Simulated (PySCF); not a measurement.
SMILES CC(C)[SiH2][SiH2][GeH3] (C3H14GeSi2) (GFN2-xTB optimised geometry):

```
20

C      1.646    -0.293     0.000
C      0.121    -0.293     0.000
C     -0.407    -1.092     1.187
Si    -0.565     1.494     0.000
Si     0.198     2.680     1.847
Ge    -1.296     4.358     2.496
H      2.033    -1.311    -0.034
H      2.030     0.184     0.901
H      2.034     0.246    -0.862
H     -0.213    -0.795    -0.915
H     -1.495    -1.119     1.184
H     -0.078    -0.649     2.126
H     -0.043    -2.118     1.154
H     -2.034     1.403    -0.048
H     -0.155     2.118    -1.269
H      0.437     1.835     3.027
H      1.496     3.323     1.600
H     -1.188     5.651     1.740
H     -1.236     4.811     3.928
H     -2.748     4.009     2.327
```

Level of theory: PBE/def2-SVP (PySCF).

Question: What are the frontier orbital energies and the dipole moment?

Answer: HOMO-2 -7.48 eV, HOMO-1 -7.32 eV, HOMO -6.71 eV, LUMO -1.02 eV, LUMO+1 -0.72 eV; dipole moment 1.49 D.

Meta-Löwdin charges at PBE/def2-SVP: C1 -0.30, C2 -0.24, C3 -0.30, Si4 0.34, Si5 0.10, Ge6 0.07, H7 0.10, H8 0.09, H9 0.10, H10 0.10, H11 0.10, H12 0.10, H13 0.10, H14 -0.08, H15 -0.07, H16 -0.05, H17 -0.05, H18 -0.04, H19 -0.03, H20 -0.04.
